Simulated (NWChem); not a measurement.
Molecule: C3H5FSi; SMILES F[C@@H]1C=C[SiH2]1

```xyz
10

F      0.3798    -1.9135    -0.2458
C      0.0234    -0.7988     0.4767
C     -1.2796    -0.1714     0.0445
C     -1.0434     1.1314    -0.2204
Si     0.7950     0.9083     0.0095
H      0.0272    -1.0681     1.5486
H     -2.2367    -0.7107    -0.0087
H     -1.7865     1.8898    -0.4765
H      1.5208     1.7112     1.0443
H      1.6117     0.8859    -1.2395
```
Atoms are numbered in this order, from 1.

Results from NWChem. Pople sets run with spherical d functions. Coordinates come from a PBE0/def2-SVP optimisation. Absolute isotropic GIAO shieldings of the H sites, static isolated molecule.

```csv
row,"σ, Hartree-Fock/6-31G* (ppm)","σ, B3LYP/6-311G** (ppm)"
H7,25.11,24.30
H8,26.00,withheld
H9,27.34,26.37
H10,27.38,26.60
H6,27.54,26.49
```

Question: Fit a straight line of the last column on the one before it, predict the withheld value, and compare with the run.

Answer: 
1. Means of the 4 shown rows: x = 26.843, y = 25.940. Slope Σ(x − x̄)(y − ȳ)/Σ(x − x̄)² = 3.794/4.024 = 0.9426; intercept 0.638.
2. The shown rows scatter about the line by 0.096 (root mean square); the largest residual is +0.15, at H10.
3. At x = 26.00 (H8; inside the shown range) the line gives 25.15.
4. The run gives 25.23, +0.08 from the line, 0.8 times the scatter.
